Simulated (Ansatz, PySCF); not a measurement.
C2H7NOSi2, SMILES CC1[SiH2]O[SiH2]N=1.

The structure is a stationary point at r2SCAN-D4/def2-SVP. The structure was generated by enumeration, and PubChem lists no compound with its InChIKey, so it may never have been made.

Vertical ionisation energy (IE) and electron affinity (EA) in eV. Rows of orbital energies are one-electron estimates. Where ΔSCF, EOM or ADC give a negative EA the extra electron is unbound and the value depends on the basis.

```tsv
level	IE	EA
−ε(HOMO), −ε(LUMO), B3LYP/def2-TZVP (PySCF)	6.74	1.31
−ε(HOMO), −ε(LUMO), PBE/def2-TZVP (PySCF)	5.66	2.16
ΔSCF, PBE0/def2-SVPD (Ansatz), final states of multiplicity 2 and 2	8.89	-0.59
ΔSCF, PBE/def2-SVPD (Ansatz), final states of multiplicity 2 and 2	8.75	-0.55
```

What vertical singlet–triplet gap does ΔSCF give with PBE0/def2-SVPD (Ansatz, an electronic-structure program) and with PBE/def2-SVPD (Ansatz)? (Estimate from the structure and the level; the computed values follow.)

3.24 and 3.25 eV (triplet above singlet where positive).
